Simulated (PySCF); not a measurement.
Simulated absorption spectrum

4-ethynylpyridine, C₇H₅N.
Geometry (GFN2-xTB, Å), atoms numbered from 1 in this order:
```xyz
13
C7H5N angstrom
C      3.1066   -0.2423   -0.0307
C      1.9100   -0.1479   -0.0195
C      0.4987   -0.0377   -0.0060
C     -0.1271    1.1897   -0.2306
C     -1.5103    1.2331   -0.2059
N     -2.2731    0.1755    0.0172
C     -1.6774   -0.9861    0.2308
C     -0.3037   -1.1548    0.2329
H      4.1526   -0.3248   -0.0393
H      0.4575    2.0777   -0.4170
H     -2.0402    2.1621   -0.3734
H     -2.3400   -1.8231    0.4098
H      0.1419   -2.1210    0.4139
```

Theory: PySCF 2.14.0, density-fitted response routines, TDDFT B3LYP/def2-SVPD, vertical, gas phase, core orbitals frozen in the response.

Each state is given a Gaussian of 0.3 eV full width at half maximum, with ε(max) = 2.175×10⁸ f / Δν̃ (Δν̃ the width in cm⁻¹). The width is an assumption, not a result. The curve ends short of the highest state used, and states not computed would add to its high-energy end.

E (eV), ε (L mol⁻¹ cm⁻¹) and a bar:
```
     3.90          0 
     3.96          2 
     4.02          7 
     4.08         21 
     4.13         45 
     4.19         93 
     4.25        153 
     4.31        202 
     4.36        215 
     4.42        188 
     4.48        132 
     4.53         83 
     4.59         39 
     4.65         18 
     4.71         22 
     4.76         59 
     4.82        208 
     4.88        633 #
     4.93       1436 ##
     4.99       3403 ####
     5.05       7060 ########
     5.11      12654 ###############
     5.16      18130 ######################
     5.22      23574 ############################
     5.28      25141 ##############################
     5.34      21776 ##########################
     5.39      16407 ####################
     5.45       9572 ###########
     5.51       4485 #####
     5.56       2015 ##
     5.62        631 #
     5.68        161 
     5.74         50 
     5.79         77 
     5.85        288 
     5.91        947 #
```

Q: Where are the band maxima, and which computed states make them?

A: 285 nm (4.35 eV), ε about 210, made up of S1 (100%); 235 nm (5.27 eV), ε about 25000, made up of S5 (96%) (ε in L mol⁻¹ cm⁻¹; maxima over ε = 5, shares over 10%). At its high-energy end, 5.91 eV, the curve is still rising (ε about 950, from S6). The states used: S1 4.35 eV (f 0.0024); S2 5.04 eV (f 0.0000); S3 5.11 eV (f 0.025); S4 5.16 eV (f 0.0000); S5 5.28 eV (f 0.269); S6 6.20 eV (f 0.148); S7 6.47 eV (f 0.0011); S8 6.51 eV (f 0.0000).

Q: On this curve, what absorbance would a 10⁻³ mol/L sample give at 266 nm over a 1 cm path?

A: 266 nm is 4.661 eV, where ε is about 17 L mol⁻¹ cm⁻¹, so A = ε c l ≈ 0.017 (Beer–Lambert, with the gas-phase spectrum and the assumed width).

Q: Coming from long wavelengths, where does ε first pass 100 L mol⁻¹ cm⁻¹?

A: At about 295 nm (4.20 eV), 0.16 eV below S1.

Q: Does any computed singlet lie in the visible range?

A: No computed singlet lies in the visible range (380 to 750 nm); the lowest, at 285 nm, stands 1.09 eV above its violet end (3.26 eV).
